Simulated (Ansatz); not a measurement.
CaCl, charge +1, singlet, at a GFN2-xTB geometry (such geometries of metal compounds can be far from the true shape); PBE/aug-pcseg-1 in Ansatz (a program for electronic structure).

Ansatz was given this input:
Ansatz 0.2 input:
```yaml
crystal:
  periodic: [false, false, false]
  atoms:
    - {symbol: Ca, position_ang: [-0.00000000, -0.00000000, -1.06248471]}
    - {symbol: Cl, position_ang: [0.00000000, 0.00000000, 1.24998201]}
basis:
  gaussian:
    orbitals: aug-pcseg-1.json
hamiltonian:
  xc: pbe
total_charge: 1
```
The basis file holds aug-pcseg-1 in the JSON format of the Basis Set Exchange.

It wrote (shortened):

```
Functional definition: PBE
647 factors; their error is unknown
mean field evaluation 1: about -30933.8620 eV, gradient 5.1e1 eV
mean field evaluation 2: about -30681.2145 eV, gradient 2.1e2 eV
mean field evaluation 4: about -30942.3499 eV, gradient 1.3e1 eV
mean field evaluation 8: about -30942.9892 eV, gradient 1.3e-1 eV
mean field -30942.97249697 eV, -1137.1332653635 hartree, gradient 1.9e-5 eV, S^2 0.000000; 0 other end points of the search recorded, 0 dependent functions left out
reference -30942.97254269 eV, -1137.1332670439 hartree; 18, 18 occupied and 42, 42 virtual orbitals, 647 factors
Total energy: -30942.97254269 eV, -1137.1332670439 hartree
```
